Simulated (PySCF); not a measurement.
Ionisation energy of Ca⁺ by level of theory

Ca⁺ [Ar] 4s1 (2S) → Ca²⁺ [Ar] (1S), as a difference of total energies. Calculation: PySCF 2.14, in def2-QZVPPD (11s6p4d3f, 70 functions); the non-relativistic Hamiltonian (point nucleus). Correlated levels: valence and next inner shell: [Ne] frozen. The calculations carry no spin-orbit coupling.

| method | ionisation energy (eV) | difference from reference (eV) |
| --- | --- | --- |
| UHF | 11.314 | -0.558 |
| LDA | 12.110 | +0.238 |
| PBE | 11.986 | +0.114 |
| PBE0 | 11.872 | 0.000 |
| r2SCAN | 11.667 | -0.205 |
| revPBE | 11.894 | +0.022 |
| wB97X | 11.402 | -0.470 |
| PW91 | 12.026 | +0.154 |
| M06-L | 11.037 | -0.835 |
| MP2 (valence and next inner shell) | 11.773 | -0.099 |
| SCS-MP2 (valence and next inner shell) | 11.686 | -0.186 |

Reference: 11.872 eV (measured; NIST Atomic Spectra Database, ionization energies).

These non-relativistic numbers lack the scalar-relativistic shift.

Errors of the correlated levels include the incompleteness of this basis and the frozen core.
